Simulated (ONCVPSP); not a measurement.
Zr (Z = 40): one change to an ONCV potential, before and after

- Element: Zr (Z = 40)
- Generator: ONCVPSP 4.0.1
- Type: optimised norm-conserving Vanderbilt (ONCV)
- Functional: LDA (Perdew-Wang 92)
- Relativity: scalar-relativistic
- Frozen core: [Ar] 3d10
- Valence charge: 12
- Reference configuration: 4s2 4p6 4d2 5s1.5 5p0.5
- Partial waves: 4s+5s: rc 2.35 bohr, ncon 3, nbas 6, qcut 5 1/bohr, 2 projectors; 4p+5p: rc 2.55 bohr, ncon 4, nbas 8, qcut 4.7 1/bohr, 3 projectors, debl 1.4 Ha; 4d: rc 3.10 bohr, ncon 3, nbas 7, qcut 5.6 1/bohr, 1 projector
- Local potential: polynomial inside 1.70 bohr (lpopt 5, dvloc0 0 Ha)
- Core correction: Teter function, fcfact 3.25, rcfact 1.3

Change: d: qcut 8.3.

Cutoffs: the cutoffs (Ha) at which the residual kinetic energy of the hardest occupied pseudo-wave falls to 1 and 0.1 mHa per electron; they do not see the model core or the augmentation charge, which bear on the density cutoff. Errors are all-electron minus pseudo energies relative to the spin-unpolarised reference configuration.

**Question.** Predict the effect on cutoff, ghosts and configuration errors.

**Answer.** The potential gets harder (9.5 Ha and 11 Ha → 11 Ha and 13 Ha); both files keep a bound ghost (p); of the 4 tests that both files solve, the error grows in 0 and shrinks in 2 by more than 15 % and 0.3 meV (median size 6.4 → 1.3 meV). The waves are optimised to have the least kinetic energy above qcut, so the cutoff follows it (qcut²/2 in Ha).

| quantity | base | changed |
| --- | --- | --- |
| cutoff, loose | 9.5 Ha | 11 Ha |
| cutoff, tight | 11 Ha | 13 Ha |
| loose cutoff by channel | s 4.9 Ha, p 8.6 Ha, d 9.5 Ha | s 4.9 Ha, p 8.6 Ha, d 11 Ha |
| bound ghosts | p | p |
| GHOST(+) flags under 300 eV | none | none |
| error for 4s2 4p6 4d2 5s2 5p0, meV [ΔE -1.54 eV] | -0.2 | -0.1 |
| error for 4s2 4p6 4d2 5s1 5p0, meV [ΔE 5.81 eV] | -1.2 | -1.1 |
| error for 4s2 4p6 4d2 5s0 5p0, meV [ΔE 19.04 eV] | -12 | -9.9 |
| error for 4s2 4p6 4d3 5s0 5p0, meV [ΔE 6.26 eV] | +13 | +1.5 |
| s: phases at 2.39 bohr within 0.05 rad from the reference energy up to (Ha; the scan ends near 5) | 2.8 | 2.8 |
| p: phases at 2.58 bohr within 0.05 rad from the reference energy up to (Ha; the scan ends near 5) | 3.9 | 3.9 |
| d: phases at 3.15 bohr within 0.05 rad from the reference energy up to (Ha; the scan ends near 5) | 0.4 | 0.5 |
| rms error of d²Exc/dni dnj with the model core, mHa | 0.98 | 0.91 |

 A true bound ghost makes a file unfit for plane-wave use even where its test errors are small: the radial tests pick states by their node count and pass the ghost by.
